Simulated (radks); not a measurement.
Q: Species: Pr2.5+. Configuration: [Kr] 4d10 4f(up 1.5, down 1.5) 5p6 5s(up 0.75, down 0.75) (fractional occupations, a model configuration). Calculated with a radial shooting solver on a logarithmic mesh with Libxc functionals: scalar-relativistic Kohn-Sham, PBEsol, spin-polarised, spherical densities, point nucleus. Some entries of the table are withheld. Estimate them.

orbital  occ.  eigenvalue (hartree)  <r^2> (bohr^2)
1s          2             -1536.808       0.0007899
2s          2                   (1)         0.01254
2p          6             -221.8713         0.01001
3s          2             -54.02045         0.08482
3p          6             -45.79364         0.08483
3d         10                   (2)         0.07218
4s          2             -11.30190          0.4376
4p          6              -8.61464             (3)
4d         10              -4.77263             (4)
5s        1.5              -2.13745           2.498
5p          6              -1.47718           3.342
4f          3              -0.75155             (5)

A: 
(1) 2s eigenvalue (hartree): -247.8498
(2) 3d eigenvalue (hartree): -34.23982
(3) 4p <r^2> (bohr^2): 0.4950
(4) 4d <r^2> (bohr^2): 0.6145
(5) 4f <r^2> (bohr^2): 1.588
